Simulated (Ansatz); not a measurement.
Ansatz (an electronic-structure program) input:

Ansatz 0.2 input:
```yaml
crystal:
  periodic: [false, false, false]
  atoms:
    - {symbol: B, position_ang: [-0.12105367, 0.11598729, 0.00517552]}
    - {symbol: F, position_ang: [0.27464937, 1.36756221, 0.03055710]}
    - {symbol: N, position_ang: [1.09191448, -0.87832429, -0.04232871]}
    - {symbol: N, position_ang: [-1.40558962, -0.34738968, 0.01614962]}
    - {symbol: H, position_ang: [1.67179141, -0.69189011, -0.86735317]}
    - {symbol: H, position_ang: [1.70110036, -0.73436120, 0.76998127]}
    - {symbol: H, position_ang: [-2.18405702, 0.29779238, 0.04681999]}
    - {symbol: H, position_ang: [-1.69241322, -1.31329343, -0.00377086]}
    - {symbol: H, position_ang: [0.83272842, -1.86624623, -0.06331506]}
basis:
  gaussian:
    orbitals: def2-TZVPD
hamiltonian:
  xc: {name: LC-wPBE}
total_charge: 1
output: {forces: true}
```

Task: Which total energy does the run end on?

Result: -237.05531 Eh (LC-wPBE/def2-TZVPD). The basis has 196 functions.

It need not be the lowest isomer of its formula.
